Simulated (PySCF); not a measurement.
**Partial charges of hexachloroethane**

Hexachloroethane, C2Cl6.
Geometry (PBE0-D3(BJ)/def2-SVP, Å), atoms numbered from 1 in this order:
```xyz
8
C2Cl6 angstrom
Cl    -1.2738    1.4688   -0.9456
C     -0.7359    0.2172    0.1797
Cl    -1.8028   -1.1864    0.0588
Cl    -0.7700    0.8479    1.8301
C      0.7375   -0.2139   -0.1844
Cl     1.2754   -1.4654    0.9409
Cl     1.8044    1.1897   -0.0634
Cl     0.7716   -0.8445   -1.8347
```

Density: PBE0/pcSseg-1 (PySCF); schemes: Mulliken, IAO, Hirshfeld and ESP-fitted. Geometry: PBE0-D3(BJ)/def2-SVP; no solvent, vibrations or thermal averaging.

For which atoms does the sign change between the 4 schemes (beyond +0.03 e in one, beyond −0.03 e in another)?

C2 and C5. Atomic charges aren't observables, and each scheme defines them in its own way.

Which atoms carry the lowest charge in the Mulliken, IAO, Hirshfeld and ESP-fitted schemes?

The schemes don't all agree: Mulliken C2 and C5 (-0.316); IAO C2 and C5 (-0.010); Hirshfeld Cl1, Cl3, Cl4, Cl6 and 2 more (-0.022); ESP-fitted C5 (-0.688).

At which atom do the 4 schemes differ most?

At C5: from -0.688 (ESP-fitted) to +0.067 e (Hirshfeld), 0.755 e apart.

Tabulate the Mulliken, IAO, Hirshfeld and ESP-fitted charges.

In e:

| atom | environment | Mulliken | IAO | Hirshfeld | ESP-fitted |
| --- | --- | --- | --- | --- | --- |
| Cl1 | chlorine of a CCl3 group | +0.105 | +0.004 | -0.022 | +0.229 |
| C2 | CCl3 carbon | -0.316 | -0.010 | +0.067 | -0.684 |
| Cl3 | chlorine of a CCl3 group | +0.105 | +0.003 | -0.022 | +0.228 |
| Cl4 | chlorine of a CCl3 group | +0.105 | +0.003 | -0.022 | +0.228 |
| C5 | CCl3 carbon | -0.316 | -0.010 | +0.067 | -0.688 |
| Cl6 | chlorine of a CCl3 group | +0.105 | +0.003 | -0.022 | +0.229 |
| Cl7 | chlorine of a CCl3 group | +0.105 | +0.003 | -0.022 | +0.229 |
| Cl8 | chlorine of a CCl3 group | +0.105 | +0.004 | -0.022 | +0.229 |

Mean size of the charges over all atoms: ESP-fitted 0.343 e, Mulliken 0.158 e, Hirshfeld 0.034 e, IAO 0.005 e. Each set sums to the total charge, 0, to within 0.001 e. The Mulliken scheme counts on each atom the diagonal of the density matrix times the overlap matrix over that atom's basis functions.

Sum the charges by element.

| element | atoms | Mulliken | IAO | Hirshfeld | ESP-fitted |
| --- | --- | --- | --- | --- | --- |
| Cl | 6 | +0.631 | +0.020 | -0.134 | +1.371 |
| C | 2 | -0.631 | -0.020 | +0.134 | -1.371 |

How many electrons does the ESP-fitted scheme count on Cl3?

Z − q = 17 − (+0.228) = 16.772.
